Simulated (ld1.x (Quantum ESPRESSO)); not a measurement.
## Wu–Cohen ultrasoft dataset for carbon, scalar-relativistic all-electron reference.

- Element: carbon (C)
- Generator: ld1.x (Quantum ESPRESSO) 7.5
- Type: ultrasoft
- Functional: Wu–Cohen
- Relativity: scalar-relativistic
- Frozen core: [He]
- Valence charge: 4
- Reference configuration: 2s2 2p2
- Partial waves: 2s (bound): rcut 0.90, rcutus 1.00 bohr; 2s channel at 0.55 Ry: rcut 0.90, rcutus 1.00 bohr; 2p (bound): rcut 2.15, rcutus 2.40 bohr; 2p channel at 0.35 Ry: rcut 2.15, rcutus 2.40 bohr; 3d channel at 0.35 Ry: rcut 1.95, rcutus 2.30 bohr; 3d channel at 2.15 Ry: rcut 1.95, rcutus 2.30 bohr
- Local potential: all-electron potential smoothed inside 1.05 bohr (lloc = -1)
- Core correction: Bessel-smoothed model core inside 0.70 bohr
- Augmentation charge: PSQ, inside the norm-conserving radii

* Cutoffs needed: 30 Ry and 40 Ry (the cutoffs (Ry, on a coarse ladder) from which the occupation-weighted sum of valence levels, in a spherical-Bessel basis at the reference potential, stays within 10 and 1 mRy of its value at 400 Ry)
* Ghost test: no extra level below or beside the all-electron valence levels (s, p, d, f tested) (spherical-Bessel basis up to 400 Ry, 20 bohr box)
* Largest excitation error: -1037 meV (all-electron minus pseudo) for 2s1 2p0, out of 7 test configurations
* Lowest eigenvalue of the overlap operator: 0.56 (s channel)
* Density cutoff estimated by the generator: 293 Ry
